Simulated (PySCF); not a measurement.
**Continuum solvent and chemical shifts**

Molfile (atoms numbered from 1):
```
C4H12O4Si
     RDKit          3D

 21 20  0  0  0  0  0  0  0  0999 V2000
    0.0406   -1.3130   -2.2240 C   0  0  0  0  0  0  0  0  0  0  0  0
   -0.6079   -0.9849   -1.0237 O   0  0  0  0  0  0  0  0  0  0  0  0
   -0.1830    0.2556   -0.0347 Si  0  0  0  0  0  4  0  0  0  0  0  0
    0.0990    1.5540   -0.9988 O   0  0  0  0  0  0  0  0  0  0  0  0
    0.7418    2.7354   -0.5991 C   0  0  0  0  0  0  0  0  0  0  0  0
   -1.4035    0.4374    1.0480 O   0  0  0  0  0  0  0  0  0  0  0  0
   -2.7722    0.4001    0.7430 C   0  0  0  0  0  0  0  0  0  0  0  0
    1.1872    0.0157    0.8370 O   0  0  0  0  0  0  0  0  0  0  0  0
    1.3017   -0.8301    1.9502 C   0  0  0  0  0  0  0  0  0  0  0  0
   -0.5682   -2.0542   -2.7634 H   0  0  0  0  0  0  0  0  0  0  0  0
    0.1715   -0.4282   -2.8695 H   0  0  0  0  0  0  0  0  0  0  0  0
    1.0355   -1.7549   -2.0390 H   0  0  0  0  0  0  0  0  0  0  0  0
    1.6601    2.5240   -0.0257 H   0  0  0  0  0  0  0  0  0  0  0  0
    0.0815    3.3628    0.0248 H   0  0  0  0  0  0  0  0  0  0  0  0
    1.0133    3.3114   -1.4966 H   0  0  0  0  0  0  0  0  0  0  0  0
   -3.0216   -0.4605    0.0998 H   0  0  0  0  0  0  0  0  0  0  0  0
   -3.0964    1.3217    0.2286 H   0  0  0  0  0  0  0  0  0  0  0  0
   -3.3410    0.3137    1.6811 H   0  0  0  0  0  0  0  0  0  0  0  0
    2.2652   -0.6349    2.4447 H   0  0  0  0  0  0  0  0  0  0  0  0
    0.4914   -0.6552    2.6778 H   0  0  0  0  0  0  0  0  0  0  0  0
    1.2769   -1.8937    1.6547 H   0  0  0  0  0  0  0  0  0  0  0  0
  1  2  1  0
  2  3  1  0
  3  4  1  0
  4  5  1  0
  3  6  1  0
  6  7  1  0
  3  8  1  0
  8  9  1  0
  1 10  1  0
  1 11  1  0
  1 12  1  0
  5 13  1  0
  5 14  1  0
  5 15  1  0
  7 16  1  0
  7 17  1  0
  7 18  1  0
  9 19  1  0
  9 20  1  0
  9 21  1  0
M  END
```

GIAO PBE0/pcSseg-1 in PySCF 2.14.0 with density-fitted response routines on one PBE0-D3(BJ)/def2-SVP conformer, non-relativistic, equivalent nuclei averaged. Solvents enter as an IEF-PCM continuum (chloroform with ε = 4.7) around the gas-phase geometry. Shifts are referred to TMS computed in the same medium.

Gas phase, δ in ppm: C1/C5/C7/C9 52.4, Si3 -81.4, H10/H11/H12/H13/H14/H15/H16/H17/H18/H19/H20/H21 3.56. Dipole moment 0.05 D.

(1) How does each δ change in the continuum?

(2) Which nuclei move most (in ppm), and what does the model miss?

Answers

(1) 
```csv
atoms,environment,"Δδ, chloroform"
C1/C5/C7/C9,methyl carbon bonded to O,+0.8
Si3,silicon bonded to 4 O,+0.2
H10/H11/H12/H13/H14/H15/H16/H17/H18/H19/H20/H21,hydrogen on a methyl carbon bonded to O,+0.06
```

Changes are relative to the gas phase.

(2) C1/C5/C7/C9 (methyl carbon bonded to O, +0.8 ppm) in chloroform. A continuum only polarises the solute; specific hydrogen bonds, the anisotropy of aromatic solvents and changes of geometry or conformer are outside it.

Measured shifts for comparison: Si3: -78.8 (neat), -78.5 (methanol), -78.3 (methanol/water). Source: T. M. Alam, M. Henry, Phys. Chem. Chem. Phys. (a906445a), supplement; C. Corminboeuf, T. Heine, J. Weber, Chem. Phys. Lett. 357 (2002) 1.
